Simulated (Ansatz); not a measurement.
A nudged elastic band was laid between two geometries of ClH3Sn + H2 (7 atoms, charge 0, multiplicity 1).

These are results of Ansatz, RKS PBE-D4/def2-TZVP, not measurements.

```json
{
  "movable images": "9",
  "climbing image": "yes",
  "spring": "5.0 eV/Å²",
  "optimiser": "quadratic models (default)",
  "start path": "through a guess of the saddle point",
  "force threshold": "0.03 eV/Å",
  "iteration limit": "60",
  "end points": "relaxed"
}
```

First end point:

```xyz
7
Properties=species:S:1:pos:R:3
Sn 0.402 0.000 -0.092
Cl 0.526 0.000 2.263
H 2.024 0.000 -0.647
H -0.443 1.428 -0.519
H -0.443 -1.428 -0.519
H -3.082 0.000 1.155
H -2.539 0.000 1.677
```

Last end point:

```xyz
7
Properties=species:S:1:pos:R:3
Sn -0.312 0.000 -0.598
Cl -0.831 0.000 3.749
H 1.293 0.000 0.002
H -0.613 1.409 -1.525
H -0.613 -1.410 -1.526
H -1.401 0.000 0.746
H -1.079 0.000 2.471
```

(1) What changes between the two ends?

(2) What energy profile does the band end with?

(3) What is the geometry of the highest image?

## Answers

(1) Bonds broken: Sn1–Cl2, H6–H7. Bonds formed: Sn1–H6, Cl2–H7. ClH3Sn + H2 becomes ClH + H4Sn.

(2) It converged. The highest image is number 6 of 0 to 10, 170.5 kJ/mol above the first end and 103.5 kJ/mol above the last; the last end lies 67.0 kJ/mol above the first. A vibrational analysis at the climbing image gives 2 clearly imaginary modes (944i, 129i cm⁻¹): a point of higher order, so a lower path passes nearby. The orbitals stay closed-shell, which can raise the energy where a bond breaks towards radicals; this wasn't checked here.

| image | path coordinate (Å) | energy (kJ/mol) | Sn1–Cl2 (Å) | H6–H7 (Å) | Sn1–H6 (Å) |
| --- | --- | --- | --- | --- | --- |
| 0 | 0.00 | 0.0 | 2.36 | 0.75 | 3.70 |
| 1 | 0.40 | 1.3 | 2.36 | 0.75 | 3.33 |
| 2 | 0.81 | 7.7 | 2.37 | 0.75 | 3.00 |
| 3 | 1.21 | 25.9 | 2.39 | 0.76 | 2.70 |
| 4 | 1.61 | 64.0 | 2.46 | 0.77 | 2.41 |
| 5 | 2.02 | 126.9 | 2.64 | 0.81 | 2.16 |
| 6 | 2.42 | 170.5 | 2.87 | 0.98 | 1.97 |
| 7 | 2.95 | 119.0 | 3.22 | 1.31 | 1.79 |
| 8 | 3.48 | 79.0 | 3.63 | 1.53 | 1.74 |
| 9 | 4.01 | 67.8 | 4.08 | 1.76 | 1.73 |
| 10 | 4.54 | 67.0 | 4.38 | 1.75 | 1.73 |

(3) 
```xyz
7
Properties=species:S:1:pos:R:3
Sn -0.238 0.000 -0.179
Cl -0.045 0.000 2.690
H 1.459 0.000 0.052
H -0.756 1.452 -0.937
H -0.756 -1.452 -0.937
H -1.879 0.000 0.908
H -1.341 0.000 1.720
```

Time of the run: 87 s on 4 threads of Arm Neoverse V1, with other jobs on the host, peak memory 0.2 GiB.
